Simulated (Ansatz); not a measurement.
GeH$_{14}$N$_{2}$Si$_{4}$, SMILES `[SiH3][N]([SiH3])[GeH2][N]([SiH3])[SiH3]`, one more setting.

```yaml
crystal:
  periodic: [false, false, false]
  atoms:
    - {symbol: Si, position_ang: [1.595359, -2.157472, -1.267641]}
    - {symbol: N, position_ang: [0.382733, -0.929677, -1.129333]}
    - {symbol: Si, position_ang: [0.351555, 0.423124, -2.213358]}
    - {symbol: Ge, position_ang: [-0.869512, -0.999394, 0.223339]}
    - {symbol: N, position_ang: [-0.724635, 0.547679, 1.218057]}
    - {symbol: Si, position_ang: [-2.083037, 1.607448, 1.386915]}
    - {symbol: Si, position_ang: [0.810287, 0.936863, 1.923798]}
    - {symbol: H, position_ang: [2.200338, -2.452306, 0.058250]}
    - {symbol: H, position_ang: [2.645827, -1.658387, -2.194912]}
    - {symbol: H, position_ang: [1.046724, -3.430753, -1.810011]}
    - {symbol: H, position_ang: [1.413865, 1.417246, -1.902813]}
    - {symbol: H, position_ang: [0.540060, -0.031596, -3.616691]}
    - {symbol: H, position_ang: [-0.973325, 1.086547, -2.082643]}
    - {symbol: H, position_ang: [-2.299101, -1.019138, -0.341930]}
    - {symbol: H, position_ang: [-0.531737, -2.238723, 1.067614]}
    - {symbol: H, position_ang: [-1.595298, 2.878242, 1.986573]}
    - {symbol: H, position_ang: [-3.133999, 1.032809, 2.270936]}
    - {symbol: H, position_ang: [-2.706027, 1.887941, 0.066137]}
    - {symbol: H, position_ang: [1.654625, -0.287204, 1.887397]}
    - {symbol: H, position_ang: [0.640240, 1.376742, 3.334164]}
    - {symbol: H, position_ang: [1.510558, 2.020509, 1.183251]}
basis:
  gaussian: {orbitals: 6-31G, nuclear_model: gaussian}
hamiltonian: {xc: {name: wB97X}}
```

```sh
$ ansatz run in.yaml --threads 4 --pin off --events-out ev --progress --plain --max-ram 46080MiB --backend cpu
```

It prints (some lines left out):

```
Functional definition: wB97X
1524 factors; integrals over basis functions are off by at most 3.9e-4 eV
577 factors; integrals over basis functions are off by at most 2.9e-6 eV
mean field evaluation 1: about -91212.6481 eV, gradient 6.6e1 eV
mean field evaluation 2: about -91210.0613 eV, gradient 7.3e1 eV
mean field evaluation 4: about -91221.4506 eV, gradient 1.2e0 eV
mean field evaluation 8: about -91221.6332 eV, gradient 1.3e-2 eV
mean field evaluation 16: about -91221.6332 eV, gradient 1.6e-5 eV
mean field -91221.63323846 eV, -3352.3331892695 hartree, gradient 1.6e-5 eV, S^2 0.000000; 0 other end points of the search recorded, 0 dependent functions left out
reference -91221.63319234 eV, -3352.3331875747 hartree; 58, 58 occupied and 69, 69 virtual orbitals, 1524 factors
Total energy: -91221.63319234 eV, -3352.3331875747 hartree
```

Hardware: 4 threads of an AMD EPYC 7R13 on a shared host. Wall time 6.5 s, peak host memory 0.71 GiB.
